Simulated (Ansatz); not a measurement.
Cartesian coordinates (Å):
```xyz
9

Ti    -0.2549    -0.1149    -0.2024
S     -1.0411    -1.0139    -2.1254
H     -0.9422    -2.2226    -1.4815
S     -0.2390     2.1466    -0.4318
H      0.8844     1.9988    -1.2040
S      1.8602    -0.8933     0.2103
H      1.9740     0.0987     1.1488
S     -1.7422    -0.6011     1.4542
H     -0.7562    -0.4607     2.3929
```
Charge 0, multiplicity 1.

Calculation: frozen-core CCSD(T)/def2-TZVPP // BP86-D3(BJ)/def2-SVP run with Ansatz (an electronic-structure program).

* **HF energy**: -2441.03918 Ha
* **MP2 correlation energy**: -1.18177 Ha

Problem. Estimate the CCSD correlation energy, the (T) correction, the total energy and the T1 diagnostic.

Solution. 
The CCSD correlation energy comes out as -1.21990 Ha, the (T) correction is -0.08227 Ha and the CCSD(T) total energy is -2442.34135 Ha. The T1 diagnostic is 0.029.
